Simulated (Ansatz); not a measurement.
Diatomic BeCl-, closed-shell singlet (lowest of 2S+1 = 1, 3 at CCSD(T)/def2-TZVPP on PBE0 minima; our sources give no spin for the ground state, which may be another).

Seven points along R, fitted to fifth degree in 1/R; most abundant isotopes. Runs in def2 and cc sets follow the lowest solution found near the PBE0 minimum. The singlet is held restricted.

Run with Ansatz (Gaussian basis) for Hartree–Fock, density functionals and correlated methods. Values without a source in brackets are computed.

Energies at wB97X-V/def2-TZVPP:

| R (Å) | E (hartree) |
|---|---|
| 1.809243 | -474.92382278 |
| 1.857879 | -474.92629593 |
| 1.902623 | -474.92752144 |
| 1.953204 | -474.92795758 |
| 2.003785 | -474.92761551 |
| 2.062148 | -474.92650176 |
| 2.130238 | -474.92451736 |

With a reduced mass of 7.1655 u, find the minimum, the force constant and the constants.

A fifth-degree polynomial in 1/R puts the minimum at r_e = 1.9540 Å with force constant 131 N/m. Then ω_e = (1/2πc)√(k/μ) = 558 cm⁻¹ and B_e = h/(8π²cμr_e²) = 0.6162 cm⁻¹; the cubic and quartic terms give α_e = 0.010 and ω_e x_e = 7.5 cm⁻¹.

Ansatz is a program for electronic structure.
